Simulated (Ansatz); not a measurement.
Consider the substitution at a C–O bond: `C[O][Al]([F])[O]C` + `CO[Si]O` → `CO[Si]OC` + `C[O][Al]([OH])[F]`.

Computed with Ansatz on PBE0-D4/def2-TZVP structures; ΔE is electronic, products minus reactants. CCSD(T)/CBS is the MP2 limit (def2-TZVPP, def2-QZVPP) plus CCSD(T) − MP2 in def2-TZVPP, frozen cores. This one scheme is used for every species. One conformer a species, not always the lowest.

| species | CCSD(T)/CBS(def2) energy (Eh) |
| --- | --- |
| `C[O][Al]([F])[O]C` | -572.03478 |
| `CO[Si]O` | -479.93637 |
| `CO[Si]OC` | -519.17085 |
| `C[O][Al]([OH])[F]` | -532.79990 |

Q: Work out ΔE.

A: ΔE = (-519.17085) + (-532.79990) − (-572.03478) − (-479.93637) = 0.00040 Eh = +0.01 eV.

Largest T1 diagnostic among the species: 0.014.

At CCSD(T), def2-SVP lies +0.06 eV from the extrapolated value and def2-TZVPP +0.01 eV. From BLYP to BHLYP (50 % exact exchange), in def2-TZVPP and without D4, ΔE moves by +0.03 eV. Leaving LDA and LC-ωPBE aside and taking each functional with its dispersion term where it has one, the values, not all of them listed here, spread over 0.08 eV, from BLYP-D4 to PBE-QIDH.
